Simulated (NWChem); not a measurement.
# InI2F; SMILES [F][In]([I])[I]

All runs: NWChem. Medium grid unless said otherwise, to which SCAN and Minnesota functionals are sensitive. All runs use the structure optimised with PBE0/def2-SVP. def2 effective core potentials on In, I; no spin-orbit coupling. Total energies of different functionals are on different scales.

```csv
level,energy (Ha),highest occupied level (eV),orbital gap (eV),dipole (D)
B3LYP/def2-SVP,-885.6803,-7.78,4.42,1.77
PBE/def2-SVP,-885.3120,-6.89,3.02,1.60
B3PW91/def2-SVP,-885.7681,-7.90,4.53,1.71
PW6B95/def2-SVP,-886.0132,-8.09,5.00,1.82
MN15-L/def2-SVP,-882.7002,-7.20,3.61,1.79
M05-2X/def2-SVP,-885.2776,___,___,1.60
N12/def2-SVP,-887.4530,-6.61,2.92,1.93
PBE0/def2-SVP,-885.3621,-8.09,4.94,1.73
```

**Question.** Complete the blanks.

**Answer.** 
- M05-2X/def2-SVP, highest occupied level (eV): -9.53
- M05-2X/def2-SVP, orbital gap (eV): 7.10
